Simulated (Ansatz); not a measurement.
CH8AsBSi (`B[As](C)[SiH3]`) at its PBE0-D4/def2-TZVP geometry, where that method's forces vanish. The species carries charge 0 and has multiplicity 1.

```xyz
12

B     0.7986   -1.0603    0.6315
As    0.9498    0.2581   -1.0337
C     0.2470    1.9026   -0.1606
Si   -0.9167   -0.9882   -0.6949
H     0.8126   -0.4830    1.6788
H     1.4429   -2.0563    0.4723
H    -0.1134    2.5897   -0.9257
H    -0.5497    1.6965    0.5523
H     1.0808    2.3638    0.3698
H    -2.1679   -0.3543   -0.2193
H    -0.4389   -1.6123    0.7496
H    -1.1452   -2.2564   -1.4202
```

Task: What forces (eV/Å) does r2SCAN-D4/def2-TZVPP give on these atoms in Ansatz 0.2.0? (Estimate.)

Result: The calculation gave: 
```
B1   0.015 -0.054  0.065
As2  0.051 -0.056 -0.083
C3  -0.045  0.130  0.064
Si4 -0.028 -0.042  0.000
H5  -0.002 -0.009 -0.039
H6  -0.024  0.034  0.004
H7   0.008 -0.014  0.018
H8   0.021  0.008 -0.015
H9  -0.017 -0.011 -0.012
H10  0.016 -0.005 -0.009
H11  0.004  0.001 -0.001
H12  0.001  0.020  0.009
```
